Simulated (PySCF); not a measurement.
## Adiabatic ionisation energy: calculation against experiment

Computed at ωB97X-D3(BJ)/ma-def2-TZVP // PBE0-D3(BJ)/def2-SVP with PySCF (density fitting, grid level 2). The prefix ma- adds one diffuse s and one diffuse p function on all atoms but H. Zero-point energies come from unscaled PBE0-D3(BJ)/def2-SVP harmonic frequencies.

```jsonl
{"molecule": "styrene, C=Cc1ccccc1 (C8H8)", "computed / eV": "8.29", "measured / eV": "8.46", "difference": "-0.18"}
{"molecule": "1,4-dibromobenzene, Brc1ccc(Br)cc1 (C6H4Br2)", "computed / eV": "8.79", "measured / eV": "8.82", "difference": "-0.03"}
{"molecule": "2-methyl-1-pentene, C=C(C)CCC (C6H12)", "computed / eV": "8.79", "measured / eV": "9.08", "difference": "-0.29"}
{"molecule": "C/C=C/C (C4H8)", "computed / eV": "8.87", "measured / eV": "9.10", "difference": "-0.23"}
{"molecule": "FC(F)=C(F)C(F)(F)F (C3F6)", "computed / eV": "10.37", "measured / eV": "10.60", "difference": "-0.23"}
```

Measured values: NIST Chemistry WebBook, evaluated or the median of agreeing entries. Mean signed difference -0.19 eV, mean absolute 0.19 eV, over these rows.

Task: What do calculation and experiment give for `Oc1cccc(F)c1` (C6H5FO)?

Result: Computed 8.59 eV, measured 8.73 eV.

Differences come from unrounded values, so a last digit can differ from that of the printed terms.
